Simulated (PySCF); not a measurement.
CH3Br3Sn. Atoms are numbered in the order given.

```xyz
8

C      0.0000     0.0000     2.6049
Sn     0.0000     0.0000     0.4537
Br     2.0233    -1.1682    -0.4490
Br    -2.0233    -1.1682    -0.4490
Br     0.0000     2.3363    -0.4490
H      0.9039     0.5219     2.9457
H     -0.9039     0.5219     2.9457
H      0.0000    -1.0437     2.9457
```

The structure is a stationary point at B3LYP-D3(BJ)/def2-SVP. The def2 effective core potentials stand for the cores of Sn; spin–orbit coupling is left out.

Calculation: PBE0/def2-TZVP run with PySCF.

ESP charges are fitted to the potential on shells at 1.4 to 2.0 van der Waals radii. Atomic charges (e):

| atom | Mulliken | ESP fit |
|---|---|---|
| C1 | -0.57 | -0.59 |
| Sn2 | 0.95 | 0.25 |
| Br3 | -0.30 | -0.11 |
| Br4 | -0.30 | -0.11 |
| Br5 | -0.30 | -0.11 |
| H6 | 0.17 | 0.22 |
| H7 | 0.17 | 0.22 |
| H8 | 0.17 | 0.22 |
